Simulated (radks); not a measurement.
Numerical settings for neutral carbon, [He] 2s2 2p2. Calculated with a radial shooting solver on a logarithmic mesh with Libxc functionals: non-relativistic Kohn-Sham, PBE, spin-polarised, spherical densities, point nucleus; open shells are filled with parallel spins first. The defaults (mesh step 0.008 in ln r, mesh end at 40 bohr or more with all orbitals vanishing there, Anderson mixing 0.5 over 9 steps, residual threshold near 1e-9 with the energy settled to 1e-9 hartree or 1e-11 of itself, here a cap of 95 iterations) give E = -37.7937 hartree and 2p at -6.099 eV in 13 iterations. Run on one thread of a shared host, so times are rough (Arm Neoverse N1): 0.1 s of CPU time, 0.1 s wall, 13 iterations on 2496 mesh points. Changes against that run (0 stands for a change within the tolerance of the run):

[
 {"setting": "mesh step in ln r 0.05", "iterations": "13", "converged": "yes", "E (mhartree)": "0", "e(2p) (meV)": "0", "CPU (s)": "0.03"},
 {"setting": "mesh step in ln r 0.08", "iterations": "13", "converged": "yes", "E (mhartree)": "-0.00134", "e(2p) (meV)": "-0.00457", "CPU (s)": "0.02"},
 {"setting": "mesh step in ln r 0.12", "iterations": "4", "converged": "no", "E (mhartree)": "diverged", "e(2p) (meV)": "-", "CPU (s)": "0.01"},
 {"setting": "mesh end (bohr) 20", "iterations": "13", "converged": "yes", "E (mhartree)": "0", "e(2p) (meV)": "0", "CPU (s)": "0.09"},
 {"setting": "mesh end (bohr) 2", "iterations": "13", "converged": "level above zero", "E (mhartree)": "+2.62e+03", "e(2p) (meV)": "+3.26e+04", "CPU (s)": "0.07"},
 {"setting": "residual threshold 1e-13", "iterations": "95", "converged": "no", "E (mhartree)": "0", "e(2p) (meV)": "0", "CPU (s)": "0.47"},
 {"setting": "residual threshold 0.001", "iterations": "9", "converged": "yes", "E (mhartree)": "0", "e(2p) (meV)": "+0.0115", "CPU (s)": "0.07"},
 {"setting": "mixing 1.5", "iterations": "14", "converged": "yes", "E (mhartree)": "0", "e(2p) (meV)": "0", "CPU (s)": "0.1"},
 {"setting": "linear mixing, mixing 1", "iterations": "58", "converged": "yes", "E (mhartree)": "0", "e(2p) (meV)": "0", "CPU (s)": "0.3"},
 {"setting": "linear mixing, mixing 0.5", "iterations": "31", "converged": "yes", "E (mhartree)": "0", "e(2p) (meV)": "0", "CPU (s)": "0.18"},
 {"setting": "mixing history 3", "iterations": "15", "converged": "yes", "E (mhartree)": "0", "e(2p) (meV)": "0", "CPU (s)": "0.1"},
 {"setting": "iteration cap 2", "iterations": "2", "converged": "no", "E (mhartree)": "+12.6", "e(2p) (meV)": "-4.38e+03", "CPU (s)": "0.02"}
]

Settled on a wrong energy, with an occupied level pushed above zero by the early mesh end: mesh end (bohr) 2 (+2.62 hartree). Apart from these: no run marked as converged misses the energy by more than 1 mhartree. A mesh that ends early acts as a hard wall.
